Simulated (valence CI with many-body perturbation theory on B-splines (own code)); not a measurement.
Results of a calculation; reference values are marked as such.
Ba XVI: what the settings do

Level of theory: valence CI with perturbative core correlation (CI+MBPT): five valence electrons over a frozen Dirac-Fock core [Kr], radial functions for each j: 6 s, 6 p, 5 d, 5 f, 1 g, with the one-electron correlation potential Σ1, the two-electron term Σ2, the three-electron term Σ3, Breit, model QED; selected CI, second order for the rest, scaled by the run's own slope (own B-spline code, finite nucleus).

No measured levels were compared; by estimate terms of the open shell hold to 2 to 4 % of their energy, and close levels can change places. Among the levels kept, up to 410 cm⁻¹ of a level comes from second order outside the variational space, and about a tenth of that is noise between levels of different J, which matters for small intervals. Only levels of the ground parity were solved; by the run's estimate the other parity begins above the list, which can be wrong where configurations are misplaced.

The reference run has the lowest level 4d5 6S_5/2 and an ionisation energy of 390.194 eV. Its largest variational space holds 9963 state functions.

Names give the largest LS component (configuration and term), which can be under half, so a name can repeat, a term be missing and a line seem to break the LS rules; names also repeat where a configuration has a term twice. Letters in brackets count levels of one name in rising energy.

Changed runs:
A. box radius (bohr) 9.333 → 10.88
B. scale of Σ2 1 → 1.2
C. cutoff of virtual states (hartree) 6272 → 22000; highest l with Σ1, explicit Σ2 and valence Breit (higher l get mean screening factors) 3 → 2
D. box radius (bohr) 9.333 → 1.63 (bad on purpose)

Excitation energies of the reference run in cm⁻¹, and shifts in cm⁻¹:

```tsv
Level	Reference	A	B	C
4d5 4G_5/2 [a]	35604	0	-747	+721
4d5 4G_7/2	47051	0	-950	+574
4d5 4D_3/2 [a]	48997	0	-139	+961
4d5 4G_11/2	49080	0	-633	+742
4d5 4G_5/2 [b]	51187	0	-724	+595
4d5 4G_9/2	51942	0	-1017	+286
4d5 4P_1/2	56388	0	+4.2	+1042
4d5 4D_7/2	63037	0	-858	+609
4d5 2D_5/2	67655	0	-580	+899
4d5 2I_11/2	72144	0	-969	+930
4d5 4D_1/2	72717	0	-105	+970
4d5 2F_7/2	75438	0	-1041	+1017
Ionisation energy (eV)	390.194	-0.00015	+0.486	-0.066
```

Run D: It gave no result. The program said: "need at least one array to concatenate".
